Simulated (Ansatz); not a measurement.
CH₅BGeO, SMILES `[BH2][GeH2][CH]=O`. Charge 0, multiplicity 1. The structure was optimised at the PBE0-D4/def2-TZVP level. It is one conformer, not always the lowest.

```xyz
9

B    -1.068   -1.238    0.532
Ge    0.549   -0.389   -0.400
C     0.440    1.598   -0.037
O     1.098    2.151    0.795
H    -0.943   -1.929    1.496
H    -2.168   -0.996    0.133
H     0.447   -0.517   -1.934
H     1.931   -0.858    0.072
H    -0.285    2.177   -0.657
```

Q: What is the dipole moment at PBE/def2-TZVPP? (Estimate.)

A: Ansatz gave: 1.74 D, with components (-1.11, -0.70, -1.15) D in this frame, pointing from negative to positive charge.

Q: And with r2SCAN, B3LYP, ωB97M-V? (Best estimate.)

A: Computed: r2SCAN 1.96 D, B3LYP 2.18 D, ωB97M-V 2.35 D.

Q: Give the Mulliken charges with PBE, r2SCAN, ωB97M-V in def2-TZVPP. (Estimate.)

A: The calculation gave: 
| atom | PBE | r2SCAN | ωB97M-V |
| --- | --- | --- | --- |
| B1 | -0.10 | -0.07 | -0.14 |
| Ge2 | 0.09 | 0.10 | 0.00 |
| C3 | 0.03 | 0.10 | 0.01 |
| O4 | -0.16 | -0.24 | -0.23 |
| H5 | 0.05 | 0.03 | 0.10 |
| H6 | 0.04 | 0.03 | 0.10 |
| H7 | 0.00 | 0.00 | 0.03 |
| H8 | 0.00 | 0.00 | 0.04 |
| H9 | 0.07 | 0.05 | 0.09 |

B3LYP here is the variant with VWN-RPA as its local correlation; programs differ in this.
